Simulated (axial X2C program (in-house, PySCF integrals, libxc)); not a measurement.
SbO⁻: from the spin-free to the two-component result

Computed with an in-house relativistic program for diatomic molecules. Spin-free means the one-electron spin-free X2C Hamiltonian; two-component (2c) means X2C with spin–orbit coupling and atomic mean-field two-electron Coulomb and Gaunt terms, so the difference of the two also holds small scalar two-electron terms. Basis: Sb dyall-acv3z [12s13p9d5f1g], O dyall-av3z [7s6p3d2f] (cores contracted in-house); Gaussian nuclei, density fitting, unrestricted open shells. Masses: Sb 120.904 u, O 15.995 u.

Spin-free state: M_S = 1, Λ = 0 (beyond evenly filled blocks: π+α, π-α); fragments Sb + O-.

```json
{"level": "PBE0", "Re (Å)": "1.865", "ωe (cm⁻¹)": "756.6", "De (eV)": "4.303", "μ (D)": "-2.95"}
{"level": "BLYP", "Re (Å)": "1.915", "ωe (cm⁻¹)": "670.0", "De (eV)": "4.538", "μ (D)": "-2.79"}
```

Dipoles are positive if O is the positive end and refer to the centre of mass.

Two-component determinant lowest at the distance of the search:

Ω = 1 (⟨Sz⟩ = 1.00, ⟨Lz⟩ = 0.00 at PBE0); fragments Sb + O-.

```csv
level,Re (Å),ωe (cm⁻¹),De (eV),μ (D)
PBE0,1.866,753.9,4.247,-2.94
BLYP,1.916,667.4,4.450,-2.78
```

**Question.** From the two tables, how do the constants change at the PBE0 level (2c against spin-free)?

**Answer.** At the PBE0 level Re rises by 0.001 Å and ωe falls by 2.7 cm⁻¹; De is not compared, since the atomic limits differ or miss part of their spin–orbit lowering.

The state is a single determinant with fixed occupations, the lowest that a limited PBE0 search found. Dissociation energies refer to the lowest single-determinant-based atoms at the same level and basis. Density functionals use the spin component along the axis (collinear). The 2c atoms are single determinants rather than J levels; their spin–orbit lowering is only partly caught, and De is too large by that part. This holds for PBE0, BLYP. PBE0 can misorder states that lie within some tenths of an eV, so this need not be the ground state of the molecule. The nearest other spin-free determinant of the search, M_S = 0, Λ = 2, lies 0.62 eV up at the distance of the search. Without a current term, density functionals place determinants with orbital angular momentum somewhat too high. With several unpaired electrons one determinant need not be a pure state. Open-shell Ω = 0 determinants with evenly filled partner blocks cannot be reached by this program, so the Ω shown need not be the lowest component. This is the Ω = 1 component of a π² triplet; the 0⁺ component is not one determinant and can lie lowest. The highest occupied level of some functionals is positive through self-interaction error; at Hartree–Fock it is bound.
